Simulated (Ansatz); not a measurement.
These are frozen-core CCSD(T)/def2-TZVPP // PBE0-D3(BJ)/def2-TZVP (Ansatz, a first-principles code) values and carry that method's errors.

Ansatz 0.2 input:
```yaml
crystal:
  periodic: [false, false, false]
  atoms:
    - { symbol: B, position_ang: [0.0, 0.0, 0.000088] }
    - { symbol: H, position_ang: [-0.236885, 1.169704, -0.000048] }
    - { symbol: H, position_ang: [-0.894544, -0.789998, -0.003933] }
    - { symbol: H, position_ang: [1.131428, -0.379705, 0.003893] }
basis:
  gaussian: { orbitals: def2-TZVPP }
correlation:
  method: ccsd_t
```

Output:

```
Functional definition: HF
412 factors; integrals over basis functions are off by at most 1.2e-3 eV
mean field evaluation 1: about -717.9722 eV, gradient 9.8e0 eV
mean field evaluation 2: about -717.9723 eV, gradient 9.8e0 eV
mean field evaluation 4: about -718.3983 eV, gradient 1.5e-1 eV
mean field evaluation 8: about -718.3983 eV, gradient 1.2e-4 eV
mean field -718.39830868 eV, -26.4006508962 hartree, gradient 4.7e-7 eV, S^2 0.000000; 0 other end points of the search recorded, 0 dependent functions left out
1 core orbitals not correlated
reference -718.39830868 eV, -26.4006508962 hartree; 3, 3 occupied and 69, 69 virtual orbitals, 412 factors
second order -3.08261535 eV of doubles, -0.00000000 eV of singles
cycle   1  -3.52339377 eV  change   -4.4e-1 eV  update   4.2e-2
cycle   2  -3.67441824 eV  change   -1.5e-1 eV  update   1.4e-2
cycle   3  -3.67817827 eV  change   -3.8e-3 eV  update   2.2e-3
cycle   4  -3.67782983 eV  change    3.5e-4 eV  update   5.0e-4
cycle   5  -3.67766430 eV  change    1.7e-4 eV  update   1.4e-4
cycle   6  -3.67767133 eV  change   -7.0e-6 eV  update   3.9e-5
cycle   7  -3.67767735 eV  change   -6.0e-6 eV  update   1.1e-5
cycle   8  -3.67767687 eV  change    4.8e-7 eV  update   2.9e-6
perturbative correction -0.06829056 eV, -0.0025096317 hartree
Total energy: -722.14427611 eV, -26.5383126600 hartree
```

Cost: about 0.6 core-seconds (a rough figure).
